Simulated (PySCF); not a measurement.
An unknown shows these calculated signals:

1H NMR (400 MHz, computed): δ 9.03 (d, 2H), 7.44 (t, 1H), 7.06 (m, 2H), 4.85 (m, 2H), 3.27 (br, 2H).

13C{1H} NMR (computed): δ 142.2 (CH), 130.6 (CH), 119.8 (CH), 89.7 (CH2).

- NMR shieldings at KT2/pcSseg-1/GIAO
- PBE0-D3(BJ)/def2-SVP structure
- run in PySCF 2.14
- non-relativistic Hamiltonian, no solvent model, averaged over atoms made equivalent by symmetry, fast rotation or ring inversion, one conformer

Referencing at the same level of theory: 1H (σ = 31.18 ppm) and 13C (σ = 183.22 ppm) vs TMS.

Problem. Which of these does the molecule contain: a tert-butyl group, an aldehyde, a nitrile, a heteroaromatic ring?

Solution. 
- A tert-butyl group: no.
- An aldehyde: no.
- A nitrile: no.
- A heteroaromatic ring: yes.

The data belong to SMILES FC[BH2-][n+]1ccccc1, C6H9BFN; they needn't prove each group on their own.

Carbon signals by region: 3 in the sp2 and nitrile region (100–160 ppm), 1 at 50–100 ppm.

Hydrogens on boron are broadened and split by 11B (spin 3/2, 80 %) and 10B (spin 3). A carbon bonded to boron is broadened by the quadrupolar boron nucleus and is often missing from a measured spectrum. Splittings by 19F in the carbon and heteronuclear signals aren't shown, as no couplings were computed. Shifts are as computed. Against solution values, carbons near 30 ppm lie about +2 ppm off and those near 130 ppm about -5 ppm. Of 1309 compounds with measured shifts, 239 miss one by over three times the rms of a fit or turn the order of signals round; such compounds aren't used in these exercises. No couplings were computed; multiplicities are counted from neighbouring protons, with m where these are inequivalent, close in shift, in a saturated or five-membered ring or joined by F or P, and br s for small geminal =CH2 splittings.
